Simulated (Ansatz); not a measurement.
C4H3F5, SMILES `F/C(=C/C(F)F)C(F)F`, relaxed with RKS PBE-D4/def2-SVP in Ansatz from a rough embedded geometry. The force threshold is 0.03 eV/Å; the program also tests the step.

Charge 0, multiplicity 1.

Start:

```xyz
12

F    -0.259   -1.893   -1.416
C     0.002   -0.880   -0.575
C    -0.735    0.228   -0.767
C    -0.645    1.421    0.140
F    -1.051    2.518   -0.666
F     0.671    1.712    0.418
C     0.993   -1.124    0.555
F     0.623   -0.523    1.713
F     1.095   -2.408    0.867
H    -1.453    0.272   -1.535
H    -1.243    1.442    0.988
H     2.000   -0.764    0.277
```

Q: By how much does the energy fall, and how many steps does the optimiser take? (Best estimate.)

A: The calculation gave: 10.67 kcal/mol, in 9 steps.

Q: Which bonds change most? (An estimate is asked.)

A: The calculation gave: C4–H11 from 1.038 to 1.113 Å; C4–F5 from 1.421 to 1.365 Å; C3–H10 from 1.053 to 1.101 Å; C7–F9 from 1.325 to 1.357 Å.

Q: Give the relaxed structure. (Estimate.)

A: Ansatz gave: 
```xyz
12

F    -0.185   -1.950   -1.353
C    -0.052   -0.900   -0.534
C    -0.714    0.245   -0.768
C    -0.597    1.490    0.070
F    -1.248    2.511   -0.560
F     0.724    1.850    0.213
C     0.952   -1.148    0.586
F     0.483   -0.586    1.743
F     1.099   -2.484    0.777
H    -1.390    0.293   -1.635
H    -1.021    1.381    1.094
H     1.949   -0.702    0.367
```
